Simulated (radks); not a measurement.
Task: All-electron atom: Fe I in [Ar] 3d7 4s1 (not the ground configuration). All-electron calculation, Dirac Kohn-Sham, PBE, spin-unpolarised, spherical densities, finite nucleus; open shells fill j = l - 1/2 first; Fermi nuclear charge, rms radius 3.7377 fm. Program: a radial shooting solver on a logarithmic mesh with Libxc functionals. Some entries of the table are withheld. Estimate them.

| orbital | occ. | eigenvalue (Ry) | <r> (bohr) |
|---|---|---|---|
| 1s1/2 | 2 | -513.9649 | 0.05845 |
| 2s1/2 | 2 | -59.85613 | 0.2667 |
| 2p1/2 | 2 | -51.56226 | (1) |
| 2p3/2 | 4 | -50.64455 | (2) |
| 3s1/2 | 2 | -6.57294 | 0.8143 |
| 3p1/2 | 2 | -4.16162 | (3) |
| 3p3/2 | 4 | -4.04997 | (4) |
| 4s1/2 | 1 | -0.31254 | 3.206 |
| 3d3/2 | 4 | -0.28487 | 1.269 |
| 3d5/2 | 3 | -0.27490 | 1.281 |

Result: 
(1) 2p1/2 <r> (bohr): 0.2334
(2) 2p3/2 <r> (bohr): 0.2364
(3) 3p1/2 <r> (bohr): 0.8584
(4) 3p3/2 <r> (bohr): 0.8681
